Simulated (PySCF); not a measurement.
CF3, SMILES F[C](F)F (connectivity only; charge and spin as stated), charge +1, multiplicity 1. Geometry optimised at TPSSh-D3(BJ)/def2-TZVP. The multiplicity is an assumed one; other spin states were not compared. The isomer is the one that the SMILES or the coordinates give; other isomers of the formula were not compared.

TDDFT-PBE/def2-SVPD (PySCF) puts the lowest singlet excitations at 7.78, 9.25, 9.25, 10.47, 10.47, 11.96 eV.

Question: What are the lowest excitation roots from ADC(2)/aug-cc-pVDZ (PySCF 2.14.0)? (An estimate is asked for; the answer gives what the named calculation found.)

Answer: 8.70, 10.23, 10.23, 10.48, 10.48, 13.01 eV. S1 differs by 0.91 eV (second minus first; roots are paired by order, and the bases may differ).
